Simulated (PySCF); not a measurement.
# Correlation energy of B (boron, neutral)

[He] 2s2 3d1, 2D determinant (an excited configuration). Calculation: PySCF 2.14, in dyall-av3z; no relativity, point nucleus. Frozen: 1s2; 3 electrons correlated; the 13 highest virtual orbitals of each spin left out.

MP2 pair energies summed by pair of shells (mhartree):

| pair | energy | share (%) |
| --- | --- | --- |
| 2s-2s | -37.42 | 84.6 |
| 2s-3d | -6.80 | 15.4 |

Total MP2 correlation energy: -44.23 mhartree.

Same-spin part -2.42 and opposite-spin part -41.81 mhartree; SCS-MP2 scales them by 1/3 and 6/5 to -50.98 mhartree.
